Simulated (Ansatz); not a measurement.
Consider the hydrogenolysis of the Si–Cl bond: `C[SiH2]O[SiH2]Cl` + H₂ → `C[SiH2]O[SiH3]` + HCl.

Gas-phase electronic energies from Ansatz, PBE0-D4/def2-TZVP geometries. CCSD(T)/CBS adds triple-zeta CCSD(T) − MP2 to the extrapolated MP2 energy (def2 sets, frozen cores). This one scheme is used for every species. Functionals use def2-TZVPP. HSE06 is defined as in plane-wave codes. Each species was taken in one conformer, which may not be the lowest.

(1) Is it downhill or uphill in electronic energy at CCSD(T)/CBS, and by how much? (An estimate is asked.)

(2) What do these levels give: revPBE-D4, HSE06-D4, BHLYP-D4, PBE-QIDH, PBE, CAM-B3LYP, RPA@PBE/def2-TZVPP, CCSD/def2-SVP, HF/def2-TZVPP, CCSD/def2-TZVPP, MP2/def2-QZVPP, CCSD/CBS(def2)? (An estimate is asked.)

Largest T1 diagnostic among the species: 0.011.

Answers

(1) Ansatz gave: Uphill: ΔE = +93.3 kJ/mol.

(2) Computed: revPBE-D4 96.5, HSE06-D4 92.2, BHLYP-D4 91.9, PBE-QIDH 91.5, PBE 87.3, CAM-B3LYP 82.6, RPA@PBE/def2-TZVPP 81.0, CCSD/def2-SVP 73.1, HF/def2-TZVPP 76.7, CCSD/def2-TZVPP 83.3, MP2/def2-QZVPP 100.5, CCSD/CBS(def2) 89.5 kJ/mol.

Leaving LDA and LC-ωPBE aside and taking each functional with its dispersion term where it has one, the values, not all of them listed here, spread over 9.8 kJ/mol, from B2PLYP to r2SCAN-D4. At CCSD(T), def2-SVP lies −18.0 kJ/mol from the extrapolated value and def2-TZVPP −6.2 kJ/mol. The D4 term adds +10.1 kJ/mol with B3LYP and +5.6 kJ/mol with PBE0; it sums over pairs of atoms, weighted by their polarisabilities, and B3LYP, whose exchange is more repulsive, gets the larger term.

B3LYP here is the variant with VWN-RPA as its local correlation; programs differ in this.
